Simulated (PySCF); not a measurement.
Frontier levels across methods

Compound: C₃H₅NSi.
Cartesian coordinates in Å at the PBE0-D3(BJ)/def2-SVP level; atoms count from 1:
```
atom  x, y, z in Å
C1     2.2155   -0.9716   -0.0882
C2     1.4085   -0.0597   -0.1125
Si3    0.1004    1.2361   -0.1368
N4    -1.4991    0.5529    0.0655
C5    -1.7657   -0.6713    0.2147
H6     2.9381   -1.7689   -0.0669
H7     0.3361    2.1963    0.9751
H8     0.1364    1.9476   -1.4428
H9    -1.0054   -1.4815    0.2336
H10   -2.8144   -1.0011    0.3371
```

Basis pcSseg-2 throughout (PySCF), one geometry. The structure is a single PBE0-D3(BJ)/def2-SVP conformer in the gas phase; no vibrational or solvent corrections.

Question: How do the orbital energies, the gap and the dipole change with the method?

Answer: 
```tsv
method	kind	HOMO (eV)	LUMO (eV)	gap (eV)	μ (D)	SCF cycles
BLYP	GGA	-5.85	-2.06	3.79	1.83	16
OPBE	GGA	-5.93	-2.10	3.83	1.78	17
PBE	GGA	-5.95	-2.20	3.76	1.81	16
B97-D	GGA	-5.96	-2.08	3.88	1.85	16
LDA	LDA	-6.05	-2.43	3.62	1.82	15
BP86	GGA	-6.06	-2.27	3.79	1.84	15
KT2	GGA	-6.09	-2.11	3.98	1.81	17
KT3	GGA	-6.11	-2.10	4.00	1.78	16
B97-2	global hybrid	-7.07	-1.12	5.94	1.96	14
B3LYP	global hybrid	-7.11	-1.32	5.79	1.95	14
PBE0	global hybrid	-7.33	-1.06	6.26	1.97	14
mPW1PW91	global hybrid	-7.36	-1.07	6.28	1.98	14
BHandHLYP	global hybrid	-8.65	0.14	8.79	2.11	13
CAM-B3LYP	range-separated hybrid	-8.72	0.13	8.86	2.04	13
wB97X-D	range-separated hybrid	-9.21	0.80	10.02	2.06	14
LC-wPBE	range-separated hybrid	-10.06	1.36	11.41	2.10	13
HF	Hartree–Fock	-10.74	2.76	13.49	2.36	11
```

The HOMO spans 4.89 eV, from BLYP down to HF, and the gap runs from 3.62 eV (LDA) to 13.49 eV (HF). Over the methods BLYP (0 %), OPBE (0 %), PBE (0 %), B97-D (0 %), LDA (0 %), BP86 (0 %), KT2 (0 %), KT3 (0 %), B97-2 (21 %), B3LYP (20 %), PBE0 (25 %), mPW1PW91 (25 %), BHandHLYP (50 %), HF (100 %), a straight line through the gap against the share of exact exchange rises by 0.97 eV for each 10 % (correlation coefficient 0.999). The dipole ranges from 1.78 D (OPBE) to 2.36 D (HF). This basis has no diffuse functions.
